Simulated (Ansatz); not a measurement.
A nudged elastic band was laid between two geometries of BF2H2N + H2 (8 atoms, charge 0, multiplicity 1).

Method: RKS PBE-D4/def2-SVPD in Ansatz.

- movable images: 5
- climbing image: yes
- spring: 5.0 eV/Å²
- optimiser: quadratic models (default)
- start path: through a guess of the saddle point
- force threshold: 0.05 eV/Å
- iteration limit: 60
- end points: relaxed

First end point:

```xyz
8
Properties=species:S:1:pos:R:3
B 0.039 -0.324 0.400
N 0.069 -0.552 1.782
H -0.771 -0.746 2.321
H 0.931 -0.536 2.319
F 1.169 -0.074 -0.292
F -1.119 -0.357 -0.289
H -0.349 2.627 0.135
H -0.309 2.518 0.893
```

Last end point:

```xyz
8
Properties=species:S:1:pos:R:3
B -0.146 0.396 0.071
N 0.023 0.305 1.732
H -0.892 0.230 2.192
H 0.573 -0.536 1.957
F 1.181 0.400 -0.378
F -0.822 -0.791 -0.239
H -0.774 1.425 -0.166
H 0.516 1.126 2.102
```

What changes between the two ends?

Bonds broken: H7–H8. Bonds formed: B1–H7, N2–H8. BF2H2N + H2 becomes BF2H4N.

What energy profile does the band end with?

It converged. The highest image is number 2 of 0 to 6, 1.58 eV above the first end and 1.54 eV above the last; the last end lies 0.04 eV above the first. The profile has 2 maxima (images 2, 4) with wells between them (image 3): this band takes more than one step, which may be the mechanism or a detour left from its start path. Neighbouring images differ by up to 1.4 eV, so the band resolves the path poorly. A vibrational analysis at the climbing image gives one clearly imaginary mode, 1328i cm⁻¹: a first-order saddle point. The orbitals stay closed-shell, which can raise the energy where a bond breaks towards radicals; this wasn't checked here.

```csv
image,path coordinate (Å),energy (eV),H7–H8 (Å),B1–H7 (Å),N2–H8 (Å)
0,0.00,0.00,0.77,2.99,3.22
1,0.98,0.14,0.77,2.33,2.33
2,1.96,1.58,1.04,1.45,1.37
3,2.83,0.21,2.04,1.24,1.03
4,3.70,0.28,3.03,1.22,1.03
5,4.57,0.08,2.51,1.23,1.03
6,5.43,0.04,2.63,1.23,1.03
```

What is the geometry of the highest image?


```xyz
8
Properties=species:S:1:pos:R:3
B -0.032 0.255 0.242
N -0.014 0.058 1.785
H -0.811 -0.415 2.215
H 0.879 -0.172 2.223
F 1.174 0.054 -0.369
F -1.161 -0.223 -0.366
H -0.204 1.690 0.285
H -0.172 1.308 1.256
```

Time of the run: 77 s on 4 threads of Arm Neoverse V1 (shared host), peak memory 0.15 GiB.
